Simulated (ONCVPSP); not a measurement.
u(r) = r·R(r): atom against pseudo-atom (Ti (Z = 22))

Columns: radius, all-electron u(r) and pseudo u(r) of the 3s shell (level -62.27 eV) of titanium in the configuration [Ne] 3s2 3p6 3d2 4s2; LDA (Perdew-Wang 92), scalar-relativistic, ONCV scheme, ONCVPSP 4.0.1.

```json
{"r (bohr)": "0.110", "all-electron": "-0.1467", "pseudo": "0.0908"}
{"r (bohr)": "0.220", "all-electron": "-0.5839", "pseudo": "0.2107"}
{"r (bohr)": "0.330", "all-electron": "-0.3188", "pseudo": "0.3731"}
{"r (bohr)": "0.440", "all-electron": "0.1801", "pseudo": "0.5683"}
{"r (bohr)": "0.550", "all-electron": "0.6247", "pseudo": "0.7672"}
{"r (bohr)": "0.660", "all-electron": "0.9220", "pseudo": "0.9344"}
{"r (bohr)": "0.770", "all-electron": "1.0722", "pseudo": "1.0424"}
{"r (bohr)": "0.880", "all-electron": "1.1086", "pseudo": "1.0799"}
{"r (bohr)": "0.990", "all-electron": "1.0692", "pseudo": "1.0531"}
{"r (bohr)": "1.100", "all-electron": "0.9854", "pseudo": "0.9792"}
{"r (bohr)": "1.210", "all-electron": "0.8800", "pseudo": "0.8785"}
{"r (bohr)": "1.320", "all-electron": "0.7683", "pseudo": "0.7681"}
{"r (bohr)": "1.430", "all-electron": "0.6595", "pseudo": "0.6595"}
{"r (bohr)": "1.540", "all-electron": "0.5589", "pseudo": "0.5588"}
{"r (bohr)": "1.650", "all-electron": "0.4688", "pseudo": "0.4687"}
{"r (bohr)": "1.760", "all-electron": "0.3900", "pseudo": "0.3900"}
{"r (bohr)": "1.870", "all-electron": "0.3224", "pseudo": "0.3224"}
{"r (bohr)": "1.980", "all-electron": "0.2652", "pseudo": "0.2651"}
{"r (bohr)": "2.090", "all-electron": "0.2171", "pseudo": "0.2171"}
{"r (bohr)": "2.200", "all-electron": "0.1771", "pseudo": "0.1771"}
{"r (bohr)": "2.310", "all-electron": "0.1440", "pseudo": "0.1440"}
{"r (bohr)": "2.420", "all-electron": "0.1168", "pseudo": "0.1168"}
{"r (bohr)": "2.530", "all-electron": "0.0946", "pseudo": "0.0946"}
{"r (bohr)": "2.640", "all-electron": "0.0764", "pseudo": "0.0764"}
{"r (bohr)": "2.750", "all-electron": "0.0616", "pseudo": "0.0616"}
{"r (bohr)": "2.860", "all-electron": "0.0496", "pseudo": "0.0496"}
```

(1) How many radial nodes do the two functions have?

(2) At about which radius was the pseudo-wave matched?

(3) Where does each function peak?

(4) Is the pseudo-wave norm-conserving?

Answers

(1) The all-electron 3s function has n − l − 1 = 2 (the table is too coarse to show those close to the nucleus); the pseudo-wave has 0, since the states of the same l below it are removed with the core.

(2) 1.45 bohr. The columns agree to 0.0005 from 1.32 bohr on; several derivatives are matched, so the curves merge somewhat inside the radius.

(3) Outermost all-electron maximum near 0.88 bohr, pseudo maximum near 0.88 bohr (to the table’s step).

(4) Yes: the ONCV scheme keeps the norm inside the radius equal to the all-electron one, which fixes the energy derivative of the logarithmic derivative at the level.
